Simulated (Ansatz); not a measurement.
An input meant for Al(NH3)F3 (AlNF3H3) (charge 0, singlet; scaled by 1.05).

```yaml
crystal:
  periodic: [false, false, false]
  atoms:
    - {symbol: Al, position_ang: [-0.002554, 0.003876, -1.079080]}
    - {symbol: N, position_ang: [0.002408, -0.003670, 1.026187]}
    - {symbol: H, position_ang: [-0.714983, 0.695595, 1.413837]}
    - {symbol: H, position_ang: [0.969243, 0.266695, 1.408323]}
    - {symbol: H, position_ang: [-0.244322, -0.977435, 1.406714]}
    - {symbol: F, position_ang: [1.675434, 0.400278, -1.394473]}
    - {symbol: F, position_ang: [-1.184974, 1.261125, -1.384784]}
    - {symbol: F, position_ang: [-0.500261, -1.646464, -1.396736]}
basis:
  gaussian: {orbitals: aug-cc-pVDZ}
hamiltonian: {xc: {name: BLYP}, dispersion: d3bj}
charge: 1
output: {forces: true}
```

```sh
$ ansatz run in.yaml --threads 4 --pin off --events-out ev --progress --plain --max-ram 3916MiB
```

It prints (some lines left out):

```
Error: YAML parse error: error: line 15 column 1: unknown field `charge`, expected one of crystal, accuracy, basis, kpoints, hamiltonian, magnetization, projection, total_charge, correlation, batch, efield, external_charges, scf, relax, neb, saddle, md, ramp, phonons, dielectric, real_time, elastic, magnetic_configurations, gw, evaluate, workflow, output, checkpoint, execution
13 |   gaussian: {orbitals: aug-cc-pVDZ}
14 | hamiltonian: {xc: {name: BLYP}, dispersion: d3bj}
15 | charge: 1
16 | output: {forces: true}
```

(1) What is wrong with this run?

Results:

(1) The input holds a key that doesn't belong there (the charge goes under total_charge). The program refused the input.
